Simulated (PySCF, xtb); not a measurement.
SeCl₄, SMILES Cl[Se](Cl)(Cl)Cl.

GFN2-xTB in xtb 6.7.1 at its own geometry gives an orbital gap of 2.61 eV and a dipole moment of 0.98 D.

Geometry: PBE-D3(BJ)/def2-SVP. The isomer is the one that the SMILES or the coordinates give; other isomers of the formula were not compared.

### Question
What does PBE/def2-TZVP (PySCF) give? (An estimate is asked for; the answer gives what the named calculation found.)

### Answer
gap 2.26 eV (levels -7.30 and -5.04 eV), dipole 0.32 D.
